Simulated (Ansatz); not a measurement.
In3P2Cl3, relaxed as a singlet with RKS PBE-D4/def2-SVP in Ansatz, starting from the GFN2-xTB geometry. Force threshold 0.02 eV/Å.

In the def2 sets In takes a core potential; there is no spin–orbit coupling. The restricted singlet is unstable towards broken spin symmetry in Hartree–Fock (as tested in another run); at PBE-D4/def2-SVP this wasn't settled. The structure comes from a short search, and lower isomers may exist.

Start:

```xyz
8

In   -2.196    0.679   -1.375
In    0.785    0.349    1.738
In    0.567   -3.574   -0.222
P     0.101    2.931   -1.462
P     1.722    2.056   -0.891
Cl   -1.824    0.987    1.191
Cl   -0.103   -1.067   -1.019
Cl    0.947   -2.362    2.040
```

Q: Estimate the energy that the relaxation releases and the steps that it takes.

A: 10.6 kcal/mol, in 18 steps; 74 s on 2 threads of AMD EPYC 7R13 on a shared host. No frequencies were taken in this run, so the end may be a saddle point.

Q: Does the start keep its bonding and symmetry?

A: Bonds formed: In2–P5, In2–Cl7 (atoms count from 1).

Q: Predict the relaxed structure.

A: 
```xyz
8

In   -1.793    0.455   -1.648
In    1.200    0.139    0.915
In   -0.939   -2.873    0.628
P    -0.053    2.912   -1.502
P     1.410    2.788   -0.204
Cl   -1.553    0.000    1.106
Cl    0.455   -1.194   -1.391
Cl    1.273   -2.227    2.096
```
Bond lengths (bridged metal pairs left out): 6 × Cl–In 2.65 to 2.80 Å; 1 × P–P 1.96 Å; 1 × In–P 2.88 Å.
